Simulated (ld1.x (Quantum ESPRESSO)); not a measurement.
**Si: excitation energies, all-electron against PAW**

ld1.x (Quantum ESPRESSO) 7.5 input, shortened:

```
&input
   title='Si', zed=14., rel=2, dft='PZ', iswitch=3,
   config='[Ne] 3s2 3p0.5 3d-2', rel_dist='average'
 /
 &inputp
   pseudotype=3, lpaw=.true., tm=.true., lloc=-1, rcloc=0.90,
   nlcc=.false.,
   which_augfun='BESSEL', rmatch_augfun=0.75
 /
6
2S  1  0   2.00   0.00  0.80  0.85  0.0
3S  2  0   2.00   0.00  0.80  0.85  0.0
2P  2  1   6.00   0.00  0.85  1.10  0.0
3P  3  1   0.50   0.00  0.85  1.10  0.0
3D  3  2  -2.00   0.30  0.80  1.15  0.0
3D  3  2  -2.00   2.05  0.80  1.15  0.0
 &test
   configts(1)='2s2 2p6 3s2 3p0.5'
 /
```

Open shells are filled in proportion to 2j + 1 (rel_dist='average').

Energies are relative to the spin-unpolarised reference configuration 2s2 2p6 3s2 3p0.5; without spin polarisation the order of configurations can differ from experiment.

Problem. Give the all-electron excitation energy and the error of the potential for: 2s2 2p6 3s2 3p2; 2s2 2p6 3s2 3p1; 2s2 2p6 3s2 3p0; 2s2 2p6 3s1 3p0; 2s1 2p6 3s2 3p2; 2s2 2p6 3s0 3p4; 2s2 2p6 3s0 3p0.

Solution.

```json
{"valence configuration": "2s2 2p6 3s2 3p2", "charge": "0", "ΔE all-electron (eV)": "-14.772", "error AE − PS (meV)": "+16"}
{"valence configuration": "2s2 2p6 3s2 3p1", "charge": "+1", "ΔE all-electron (eV)": "-6.943", "error AE − PS (meV)": "+2.7"}
{"valence configuration": "2s2 2p6 3s2 3p0", "charge": "+2", "ΔE all-electron (eV)": "9.171", "error AE − PS (meV)": "+6.8"}
{"valence configuration": "2s2 2p6 3s1 3p0", "charge": "+3", "ΔE all-electron (eV)": "43.316", "error AE − PS (meV)": "+6.3"}
{"valence configuration": "2s1 2p6 3s2 3p2", "charge": "+1", "ΔE all-electron (eV)": "137.515", "error AE − PS (meV)": "+767"}
{"valence configuration": "2s2 2p6 3s0 3p4", "charge": "0", "ΔE all-electron (eV)": "-0.993", "error AE − PS (meV)": "+241"}
{"valence configuration": "2s2 2p6 3s0 3p0", "charge": "+4", "ΔE all-electron (eV)": "88.415", "error AE − PS (meV)": "+42"}
```

Levels in the configuration 2s2 2p6 3s2 3p1:

| level | all-electron (eV) | pseudo (eV) |
| --- | --- | --- |
| 2s j=1/2 | -148.227 | -148.109 |
| 2p j=1/2 | -105.541 | -105.428 |
| 2p j=3/2 | -104.893 | -104.780 |
| 3s j=1/2 | -19.108 | -19.093 |
| 3p j=1/2 | -11.781 | -11.793 |
| 3p j=3/2 | -11.738 | -11.750 |

The ghost test of this file was not conclusive.
